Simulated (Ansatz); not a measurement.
Geometry optimisation of the cluster Si16Bi.

```yaml
crystal:
  periodic: [false, false, false]
  atoms:
    - {symbol: Bi, position_ang: [0.872230, 3.730650, -1.113540]}
    - {symbol: Si, position_ang: [3.055740, -0.366900, -0.254990]}
    - {symbol: Si, position_ang: [0.040500, -2.291740, -1.466180]}
    - {symbol: Si, position_ang: [-0.453500, -0.634120, -3.305680]}
    - {symbol: Si, position_ang: [-2.858920, -0.268870, 1.899510]}
    - {symbol: Si, position_ang: [-1.696300, -1.648070, 0.098350]}
    - {symbol: Si, position_ang: [-1.900230, 0.217990, -1.603440]}
    - {symbol: Si, position_ang: [1.717530, 1.543700, 0.245740]}
    - {symbol: Si, position_ang: [-0.785130, -1.302750, 2.518120]}
    - {symbol: Si, position_ang: [-0.907880, 2.034860, 0.050980]}
    - {symbol: Si, position_ang: [-0.902480, 1.248020, 2.368120]}
    - {symbol: Si, position_ang: [0.585260, -2.528010, 0.884950]}
    - {symbol: Si, position_ang: [0.562040, 1.171180, -1.986020]}
    - {symbol: Si, position_ang: [-3.261170, 1.304820, -0.014360]}
    - {symbol: Si, position_ang: [1.963240, -0.826170, -2.340620]}
    - {symbol: Si, position_ang: [1.290090, 0.245330, 2.270480]}
    - {symbol: Si, position_ang: [2.678980, -1.629900, 1.748600]}
basis:
  gaussian: {orbitals: def2-SVP}
magnetization: {spin_polarized: true, initial_magnetization: 1}
hamiltonian: {xc: r2scan, dispersion: d4}
scf: {lower_state_search: "off"}
output: {orbitals: {seedname: orbitals}}
relax: {f_tol: 0.03, max_steps: 70}
```

```sh
$ ansatz run in.yaml --threads 2 --pin off --events-out ev --progress --plain --max-ram 22528MiB --backend cuda --devices 0, --max-vram 18GiB
```

Shortened log:

```
Functional definition: r2SCAN
mean field -131833.00041404 eV, -4844.7734055990 hartree, gradient 6.3e-6 eV, S^2 0.777552; 0 other end points of the search recorded, 0 dependent functions left out
relax step   1: F+E_penalty+E_count = -131833.64682010 eV  Δ(F+E_penalty+E_count) = +0.000e0 eV  max|allowed force component| = 6.851e-1 eV/Å  Δτ_max = 0.0000 Å  (41 SCF iters, accepted)
mean field -131833.34444185 eV, -4844.7860483875 hartree, gradient 3.0e-6 eV, S^2 0.778494; 0 other end points of the search recorded, 0 dependent functions left out
relax step   2: F+E_penalty+E_count = -131833.99359479 eV  Δ(F+E_penalty+E_count) = -3.468e-1 eV  max|allowed force component| = 3.510e-1 eV/Å  Δτ_max = 0.1345 Å  (45 SCF iters, accepted)
mean field -131833.55988890 eV, -4844.7939659208 hartree, gradient 9.7e-6 eV, S^2 0.772671; 0 other end points of the search recorded, 0 dependent functions left out
relax step   3: F+E_penalty+E_count = -131834.21119979 eV  Δ(F+E_penalty+E_count) = -2.176e-1 eV  max|allowed force component| = 3.200e-1 eV/Å  Δτ_max = 0.1928 Å  (42 SCF iters, accepted)
mean field -131833.70374407 eV, -4844.7992525008 hartree, gradient 2.6e-6 eV, S^2 0.767956; 0 other end points of the search recorded, 0 dependent functions left out
relax step   4: F+E_penalty+E_count = -131834.35236608 eV  Δ(F+E_penalty+E_count) = -1.412e-1 eV  max|allowed force component| = 3.755e-1 eV/Å  Δτ_max = 0.1712 Å  (44 SCF iters, accepted)
mean field -131833.94922062 eV, -4844.8082735974 hartree, gradient 4.5e-6 eV, S^2 0.762318; 0 other end points of the search recorded, 0 dependent functions left out
relax step   5: F+E_penalty+E_count = -131834.59477774 eV  Δ(F+E_penalty+E_count) = -2.424e-1 eV  max|allowed force component| = 4.424e-1 eV/Å  Δτ_max = 0.1940 Å  (44 SCF iters, accepted)
mean field -131834.21233998 eV, -4844.8179430555 hartree, gradient 8.6e-6 eV, S^2 0.759686; 0 other end points of the search recorded, 0 dependent functions left out
relax step   6: F+E_penalty+E_count = -131834.85939323 eV  Δ(F+E_penalty+E_count) = -2.646e-1 eV  max|allowed force component| = 3.556e-1 eV/Å  Δτ_max = 0.1950 Å  (44 SCF iters, accepted)
mean field -131834.33986033 eV, -4844.8226293419 hartree, gradient 2.0e-6 eV, S^2 0.762139; 0 other end points of the search recorded, 0 dependent functions left out
relax step   7: F+E_penalty+E_count = -131834.98518871 eV  Δ(F+E_penalty+E_count) = -1.258e-1 eV  max|allowed force component| = 5.204e-1 eV/Å  Δτ_max = 0.1950 Å  (49 SCF iters, accepted)
mean field -131834.42443457 eV, -4844.8257373881 hartree, gradient 2.0e-6 eV, S^2 0.766497; 0 other end points of the search recorded, 0 dependent functions left out
relax step   8: F+E_penalty+E_count = -131835.06546248 eV  Δ(F+E_penalty+E_count) = -8.027e-2 eV  max|allowed force component| = 3.595e-1 eV/Å  Δτ_max = 0.1455 Å  (51 SCF iters, accepted)
mean field -131834.51108517 eV, -4844.8289217389 hartree, gradient 2.4e-6 eV, S^2 0.766872; 0 other end points of the search recorded, 0 dependent functions left out
relax step   9: F+E_penalty+E_count = -131835.15692143 eV  Δ(F+E_penalty+E_count) = -9.146e-2 eV  max|allowed force component| = 2.788e-1 eV/Å  Δτ_max = 0.1238 Å  (43 SCF iters, accepted)
mean field -131834.56897598 eV, -4844.8310491869 hartree, gradient 2.0e-6 eV, S^2 0.766310; 0 other end points of the search recorded, 0 dependent functions left out
relax step  10: F+E_penalty+E_count = -131835.22428656 eV  Δ(F+E_penalty+E_count) = -6.737e-2 eV  max|allowed force component| = 3.362e-1 eV/Å  Δτ_max = 0.1620 Å  (42 SCF iters, accepted)
mean field -131834.61724809 eV, -4844.8328231544 hartree, gradient 3.0e-6 eV, S^2 0.766181; 0 other end points of the search recorded, 0 dependent functions left out
relax step  11: F+E_penalty+E_count = -131835.27492619 eV  Δ(F+E_penalty+E_count) = -5.064e-2 eV  max|allowed force component| = 2.460e-1 eV/Å  Δτ_max = 0.1286 Å  (41 SCF iters, accepted)
mean field -131834.66533507 eV, -4844.8345903181 hartree, gradient 2.9e-6 eV, S^2 0.765446; 0 other end points of the search recorded, 0 dependent functions left out
relax step  12: F+E_penalty+E_count = -131835.32619958 eV  Δ(F+E_penalty+E_count) = -5.127e-2 eV  max|allowed force component| = 2.625e-1 eV/Å  Δτ_max = 0.1299 Å  (39 SCF iters, accepted)
mean field -131834.77624839 eV, -4844.8386663073 hartree, gradient 2.9e-6 eV, S^2 0.765242; 0 other end points of the search recorded, 0 dependent functions left out
relax step  13: F+E_penalty+E_count = -131835.43308625 eV  Δ(F+E_penalty+E_count) = -1.069e-1 eV  max|allowed force component| = 4.240e-1 eV/Å  Δτ_max = 0.1954 Å  (43 SCF iters, accepted)
mean field -131834.92467815 eV, -4844.8441210006 hartree, gradient 2.4e-6 eV, S^2 0.764103; 0 other end points of the search recorded, 0 dependent functions left out
relax step  14: F+E_penalty+E_count = -131835.57378180 eV  Δ(F+E_penalty+E_count) = -1.407e-1 eV  max|allowed force component| = 3.519e-1 eV/Å  Δτ_max = 0.1949 Å  (44 SCF iters, accepted)
mean field -131834.87900265 eV, -4844.8424424568 hartree, gradient 3.3e-6 eV, S^2 0.763286; 0 other end points of the search recorded, 0 dependent functions left out
relax step  15: F+E_penalty+E_count = -131835.52795102 eV  Δ(F+E_penalty+E_count) = +4.583e-2 eV  max|allowed force component| = 9.706e-1 eV/Å  Δτ_max = 0.1961 Å  (43 SCF iters, rejected (line search))
mean field -131835.00465283 eV, -4844.8470600158 hartree, gradient 6.3e-6 eV, S^2 0.763451; 0 other end points of the search recorded, 0 dependent functions left out
relax step  16: F+E_penalty+E_count = -131835.65307477 eV  Δ(F+E_penalty+E_count) = -7.929e-2 eV  max|allowed force component| = 1.296e-1 eV/Å  Δτ_max = 0.0954 Å  (38 SCF iters, accepted)
mean field -131835.05272243 eV, -4844.8488265412 hartree, gradient 5.4e-6 eV, S^2 0.762807; 0 other end points of the search recorded, 0 dependent functions left out
relax step  17: F+E_penalty+E_count = -131835.70115650 eV  Δ(F+E_penalty+E_count) = -4.808e-2 eV  max|allowed force component| = 1.964e-1 eV/Å  Δτ_max = 0.0975 Å  (38 SCF iters, accepted)
mean field -131835.17920091 eV, -4844.8534745393 hartree, gradient 3.0e-6 eV, S^2 0.762035; 0 other end points of the search recorded, 0 dependent functions left out
relax step  18: F+E_penalty+E_count = -131835.82723929 eV  Δ(F+E_penalty+E_count) = -1.261e-1 eV  max|allowed force component| = 2.831e-1 eV/Å  Δτ_max = 0.1456 Å  (42 SCF iters, accepted)
mean field -131835.35051184 eV, -4844.8597700999 hartree, gradient 2.1e-6 eV, S^2 0.761562; 0 other end points of the search recorded, 0 dependent functions left out
relax step  19: F+E_penalty+E_count = -131835.99842983 eV  Δ(F+E_penalty+E_count) = -1.712e-1 eV  max|allowed force component| = 4.365e-1 eV/Å  Δτ_max = 0.1994 Å  (44 SCF iters, accepted)
mean field -131835.53176599 eV, -4844.8664310671 hartree, gradient 4.4e-6 eV, S^2 0.763309; 0 other end points of the search recorded, 0 dependent functions left out
relax step  20: F+E_penalty+E_count = -131836.18208535 eV  Δ(F+E_penalty+E_count) = -1.837e-1 eV  max|allowed force component| = 2.883e-1 eV/Å  Δτ_max = 0.1970 Å  (44 SCF iters, accepted)
mean field -131835.55484833 eV, -4844.8672793274 hartree, gradient 2.0e-6 eV, S^2 0.761385; 0 other end points of the search recorded, 0 dependent functions left out
relax step  21: F+E_penalty+E_count = -131836.20774935 eV  Δ(F+E_penalty+E_count) = -2.566e-2 eV  max|allowed force component| = 3.921e-1 eV/Å  Δτ_max = 0.1533 Å  (51 SCF iters, accepted)
mean field -131835.64026374 eV, -4844.8704182859 hartree, gradient 2.5e-6 eV, S^2 0.759990; 0 other end points of the search recorded, 0 dependent functions left out
relax step  22: F+E_penalty+E_count = -131836.29261812 eV  Δ(F+E_penalty+E_count) = -8.487e-2 eV  max|allowed force component| = 3.771e-1 eV/Å  Δτ_max = 0.1446 Å  (42 SCF iters, accepted)
mean field -131835.70914505 eV, -4844.8729496275 hartree, gradient 1.8e-6 eV, S^2 0.759860; 0 other end points of the search recorded, 0 dependent functions left out
relax step  23: F+E_penalty+E_count = -131836.35908270 eV  Δ(F+E_penalty+E_count) = -6.646e-2 eV  max|allowed force component| = 2.143e-1 eV/Å  Δτ_max = 0.0836 Å  (40 SCF iters, accepted)
mean field -131835.72507401 eV, -4844.8735350058 hartree, gradient 2.7e-6 eV, S^2 0.759828; 0 other end points of the search recorded, 0 dependent functions left out
relax step  24: F+E_penalty+E_count = -131836.37459112 eV  Δ(F+E_penalty+E_count) = -1.551e-2 eV  max|allowed force component| = 7.061e-2 eV/Å  Δτ_max = 0.0310 Å  (35 SCF iters, accepted)
mean field -131835.72804044 eV, -4844.8736440200 hartree, gradient 2.2e-6 eV, S^2 0.759837; 0 other end points of the search recorded, 0 dependent functions left out
relax step  25: F+E_penalty+E_count = -131836.37758088 eV  Δ(F+E_penalty+E_count) = -2.990e-3 eV  max|allowed force component| = 7.998e-2 eV/Å  Δτ_max = 0.0315 Å  (36 SCF iters, accepted)
mean field -131835.73022521 eV, -4844.8737243091 hartree, gradient 7.2e-6 eV, S^2 0.759808; 0 other end points of the search recorded, 0 dependent functions left out
relax step  26: F+E_penalty+E_count = -131836.37984853 eV  Δ(F+E_penalty+E_count) = -2.268e-3 eV  max|allowed force component| = 4.190e-2 eV/Å  Δτ_max = 0.0149 Å  (33 SCF iters, accepted)
mean field -131835.73071763 eV, -4844.8737424050 hartree, gradient 4.8e-6 eV, S^2 0.759827; 0 other end points of the search recorded, 0 dependent functions left out
relax step  27: F+E_penalty+E_count = -131836.38041584 eV  Δ(F+E_penalty+E_count) = -5.673e-4 eV  max|allowed force component| = 1.537e-2 eV/Å  Δτ_max = 0.0055 Å  (34 SCF iters, accepted)
Total energy: -131836.38043387 eV, -4844.8976190367 hartree
Atom 0 at     0.690461     3.625088    -1.588341 Å, force    -0.006045    -0.002372     0.005686 eV/Å
Atom 1 at     2.700590     0.109332    -0.342727 Å, force    -0.006556    -0.000762    -0.007103 eV/Å
Atom 2 at    -0.129604    -2.748837    -1.745950 Å, force    -0.015368    -0.000642    -0.000555 eV/Å
Atom 3 at    -0.465843    -0.664038    -3.133449 Å, force     0.001670     0.010731     0.003183 eV/Å
Atom 4 at    -2.003082     0.200347     1.635355 Å, force    -0.000349     0.004310     0.007436 eV/Å
Atom 5 at    -1.173002    -1.842539     0.336807 Å, force     0.002697    -0.006637    -0.004530 eV/Å
Atom 6 at    -1.619942     0.034402    -1.043875 Å, force    -0.001129    -0.004091    -0.005229 eV/Å
Atom 7 at     1.526966     2.069193     0.607045 Å, force    -0.001916     0.000801    -0.000257 eV/Å
Atom 8 at    -1.765467    -1.979272     2.646549 Å, force    -0.001926     0.001234     0.002995 eV/Å
Atom 9 at    -0.979875     2.306172     0.072746 Å, force     0.001250     0.002856    -0.003930 eV/Å
Atom 10 at    -0.142948     1.622696     2.293820 Å, force    -0.006812    -0.004178     0.000647 eV/Å
Atom 11 at     1.265306    -1.929119     0.047058 Å, force     0.004658    -0.007041    -0.005115 eV/Å
Atom 12 at     0.583757     0.944941    -1.468547 Å, force     0.004396    -0.001375     0.003965 eV/Å
Atom 13 at    -3.187373     1.480695    -0.052008 Å, force     0.002789     0.000365    -0.005342 eV/Å
Atom 14 at     1.787451    -1.132823    -2.253008 Å, force     0.011061    -0.004514     0.008264 eV/Å
Atom 15 at     0.291860    -0.751879     2.213407 Å, force     0.012564     0.009005    -0.000122 eV/Å
Atom 16 at     2.620745    -1.344337     1.775135 Å, force    -0.000986     0.002310     0.000008 eV/Å
Dipole moment:     0.040802     0.601482    -0.308499 e Å
Checks for a lower state left out: stability, starts, cluster_reference, orbital_swaps, neighbouring_geometries, increment
```

Run time 2.1 min (2 threads of AMD EPYC 7R13 on a shared host and a share (18 GiB) of an NVIDIA H100 80GB HBM3), peak host memory 1.1 GiB.

In the def2 sets Bi takes a core potential; there is no spin–orbit coupling. Another isomer (doublet) lies 0.22 eV lower at PBE0-D4/def2-TZVP; other spin states weren't run for this one.
